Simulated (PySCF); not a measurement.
Energy of Ti⁺ (titanium, charge +1) between two integer charges

The 4s alpha orbital of [Ar] 3d2 4s1 is emptied in steps (occupation f), with all orbitals relaxed, ending at [Ar] 3d2. Calculation: PySCF 2.14, in aug-cc-pVTZ-DK; the spin-free X2C one-electron Hamiltonian (Gaussian nucleus). The exact energy is a straight line in f; departures are measured from the line between the end points of the same method.

```
   f  UHF (eV)
   1     0.000
0.75     0.017
 0.5     0.022
0.25     0.016
   0     0.000
```

Q: For UHF, how does the orbital energy at f = 1 compare with the removal energy?

A: −ε = 13.034 eV against a total-energy difference of 12.940 eV. By Janak's theorem ε = ∂E/∂f, so the gap between them reflects the curvature. Along the path −ε is 12.983 (f = 0.75), 12.937 (f = 0.5), 12.895 (f = 0.25) eV.

Reference removal energy between the ground levels: 13.575 eV (measured; NIST Atomic Spectra Database, ionization energies). The calculation has no spin-orbit coupling. UHF lacks correlation.
